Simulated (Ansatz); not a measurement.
Species: BGeH3F, charge 0, doublet. BGeH3F (SMILES F[BH][GeH2], doublet).
B3LYP-D3(BJ)/def2-TZVP minimum from Ansatz (a first-principles code):
```
Ge
H 1 1.5322
H 1 1.5332 2 112.29
B 1 2.0150 2 122.06 3 180.00
F 4 1.3298 1 120.15 2 180.00
H 4 1.1929 5 118.75 1 180.00
```
Charge 0, spin multiplicity 2.

Total energies in hartree (Ansatz). Radicals and triplets start from unrestricted determinants; spin-orbit coupling is neglected. Correlated methods leave the cores frozen (noble-gas shells, and filled d and f shells in the p block). No relativity. Where a partner has so few electrons that a lower coupled-cluster level is exact, that level stands in.

| species | HF/cc-pVTZ | CCSD(T)/cc-pVTZ | HF/cc-pVQZ | CCSD(T)/cc-pVQZ | CCSD(T)/cc-pVDZ | CCSDT(Q)/cc-pVDZ |
|---|---|---|---|---|---|---|
| 1: BGeH3F (SMILES [BH](F)[GeH2], doublet) | -2201.33114 | -2201.82687 | -2201.34459 | -2201.87502 | -2201.60546 | -2201.60718 |
| 2: B (doublet) | -24.53207 | -24.59810 | -24.53297 | -24.60084 | -24.58941 | -24.58977 |
| 3: F (doublet) | -99.40552 | -99.62036 | -99.41377 | -99.65026 | -99.52757 | -99.52776 |
| 4: Ge (triplet) | -2075.36107 | -2075.42794 | -2075.36359 | -2075.43284 | -2075.34866 | -2075.34895 |
| 5: H (doublet) | -0.49981 | -0.49981 | -0.49995 | -0.49995 | -0.49928 | -0.49928 |

**Question.** Work out the atomisation energy (electronic, to ground-state atoms) in kJ/mol: take Hartree-Fock from cc-pVQZ, extrapolate the CCSD(T) correlation energy as X^-3 (X = 3, 4), and add CCSDT(Q) - CCSD(T) in cc-pVDZ. 1 hartree = 2625.5 kJ/mol.

**Answer.** 
Species 1: correlation (64·(-0.53043) - 27·(-0.49573))/37 = -0.55575; step -0.00172; E1 = -2201.34459 + (-0.55575) + (-0.00172) = -2201.90206
Species 2: correlation (64·(-0.06787) - 27·(-0.06603))/37 = -0.06921; step -0.00036; E2 = -24.53297 + (-0.06921) + (-0.00036) = -24.60254
Species 3: correlation (64·(-0.23649) - 27·(-0.21484))/37 = -0.25229; step -0.00019; E3 = -99.41377 + (-0.25229) + (-0.00019) = -99.66625
Species 4: correlation (64·(-0.06925) - 27·(-0.06687))/37 = -0.07099; step -0.00029; E4 = -2075.36359 + (-0.07099) + (-0.00029) = -2075.43487
Species 5: correlation (64·(0.00000) - 27·(0.00000))/37 = 0.00000; step +0.00000; E5 = -0.49995 + (0.00000) + (+0.00000) = -0.49995
-1·E1 +1·E2 +1·E3 +1·E4 +3·E5 = 0.69855 hartree = 1834.0 kJ/mol.
